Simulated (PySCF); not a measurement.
Computed shifts of a molecule C₄H₅Cl, PBE/pcSseg-1 (PySCF), GIAO, gas phase, atoms alike by connectivity averaged where their shifts nearly agree, in ppm (number of nuclei): ¹³C: 146.1 (1), 141.5 (1), 46.3 (1), 34.2 (1). ¹H: 6.40 (1), 3.28 (2), 3.02 (2). References: ³⁵Cl against HCl (σ = 936.5 ppm); ¹³C against TMS (σ = 182.0 ppm); ¹H against TMS (σ = 31.49 ppm), references at their B3LYP-D3(BJ)/def2-TZVP geometries, non-relativistic (without spin–orbit terms, shifts of atoms bonded to Cl or Br come out too high). Geometry optimised at PBE-D3(BJ)/def2-SVP. One conformer was computed; it need not be the lowest.

Q: Which molecule gave these data?
A. C=C/C=C/Cl
B. C=C=CCCl
C. ClC1=CCC1
D. C=CC(=C)Cl

A: C, ClC1=CCC1
